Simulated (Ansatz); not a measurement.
ClFH6N2SSi2 (`N[Si@@H](F)S[Si@@H](N)Cl`). Total charge 0; spin multiplicity 1. The geometry is a stationary point of PBE0-D4/def2-TZVP. It is one conformer, not always the lowest.

```xyz
13

N    -0.691   -0.587    1.461
Si    0.234    0.789    1.737
F     1.394    0.590    2.818
S     1.321    1.383   -0.013
Si    0.227    0.487   -1.582
N     0.281   -1.224   -1.427
Cl   -1.767    0.968   -1.655
H    -1.596   -0.710    1.881
H    -0.513   -1.204    0.682
H    -0.604    1.882    2.266
H     0.825    1.049   -2.813
H     1.189   -1.650   -1.315
H    -0.302   -1.774   -2.042
```

(1) What is the dipole moment at ωB97M-V/def2-TZVPP? (An estimate is asked.)

(2) And with PBE, r2SCAN, B3LYP? (An estimate is asked.)

(3) Give the Mulliken charges with ωB97M-V, B3LYP, PBE in def2-TZVPP. (Estimate.)

Answers

(1) Computed: 3.31 D, with components (-1.05, -2.65, -1.69) D in this frame, pointing from negative to positive charge.

(2) The calculation gave: PBE 3.29 D, r2SCAN 3.35 D, B3LYP 3.29 D.

(3) Ansatz gave: 
```
atom  ωB97M-V  B3LYP    PBE
  N1    -0.36  -0.38  -0.36
 Si2     0.61   0.67   0.57
  F3    -0.30  -0.31  -0.27
  S4    -0.28  -0.33  -0.29
 Si5     0.45   0.56   0.46
  N6    -0.38  -0.40  -0.38
 Cl7    -0.21  -0.25  -0.22
  H8     0.13   0.14   0.16
  H9     0.14   0.15   0.16
 H10    -0.04  -0.09  -0.09
 H11    -0.02  -0.07  -0.06
 H12     0.14   0.15   0.17
 H13     0.13   0.15   0.16
```

B3LYP here is the variant with VWN-RPA as its local correlation; programs differ in this.
